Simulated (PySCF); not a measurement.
## SMILES C(#C)C[C@@H]1C=C[C@H]1F, C₇H₇F

Geometry (Å), atoms numbered from 1 in this order:
```xyz
15

C     2.4429    0.4178    0.7434
C     1.6581    0.6330   -0.1334
C     0.7024    0.8818   -1.1942
C    -0.6564    0.2449   -0.9053
C    -1.2767    0.4925    0.4491
C    -1.3478   -0.7942    0.7756
C    -0.6660   -1.2523   -0.4855
F    -1.3867   -2.0856   -1.3074
H     3.1395    0.2393    1.5068
H     1.0997    0.4828   -2.1323
H     0.5731    1.9622   -1.3084
H    -1.3397    0.4309   -1.7367
H    -1.5369    1.4076    0.9470
H    -1.7310   -1.3475    1.6109
H     0.3210   -1.7053   -0.3573
```

Level of theory: GIAO HF/pcSseg-1 magnetisability, rotational g tensor and spin-rotation constants, non-relativistic, gas phase (PySCF 2.14.0). Geometry: GFN2-xTB.

Task: Give the nuclear spin-rotation constants along the inertial axes (H = +C I·J) beside the isotropic shieldings.

Result: Rotational constants 3.5601, 1.4399, 1.3794 GHz. A star marks the isotopologue with that one atom substituted, in its own axes.
| atom | isotope | Caa (kHz) | Cbb (kHz) | Ccc (kHz) | mean (kHz) | σ (ppm) |
| --- | --- | --- | --- | --- | --- | --- |
| F8 | 19F | 1.804 | 0.466 | 0.334 | 0.868 | 409.9 |
| H9 | 1H | -0.250 | -0.152 | -0.062 | -0.155 | 30.4 |
| H10 | 1H | -0.388 | 0.049 | -0.155 | -0.165 | 29.6 |
| H11 | 1H | -0.306 | -0.140 | -0.013 | -0.153 | 29.8 |
| H12 | 1H | -0.268 | -0.134 | -0.011 | -0.138 | 29.2 |
| H13 | 1H | -0.344 | 0.052 | -0.081 | -0.124 | 25.7 |
| H14 | 1H | -0.288 | -0.004 | -0.047 | -0.113 | 25.7 |
| H15 | 1H | -0.271 | -0.097 | 0.009 | -0.119 | 27.0 |
| C1 | 13C* | 0.785 | 0.420 | 0.216 | 0.474 | 113.7 |
| C2 | 13C* | 0.835 | 0.467 | 0.190 | 0.497 | 108.7 |
| C3 | 13C* | 0.454 | 0.189 | 0.179 | 0.274 | 175.7 |
| C4 | 13C* | 0.590 | 0.258 | 0.234 | 0.361 | 148.7 |
| C5 | 13C* | 0.598 | 0.797 | 0.385 | 0.593 | 42.2 |
| C6 | 13C* | 0.664 | 0.755 | 0.364 | 0.594 | 47.8 |
| C7 | 13C* | 0.653 | 0.358 | 0.349 | 0.454 | 110.1 |

For the geometry as given, no vibrational averaging.

Task: How do the rotational constants and the g tensor change when H9, H10, H11, H12, H13, H14, H15 are replaced by deuterium?

Result: Constants 2.9662, 1.3164, 1.2701 GHz; g -0.0057, -0.0120, -0.0116, against -0.0066, -0.0129, -0.0128 before.
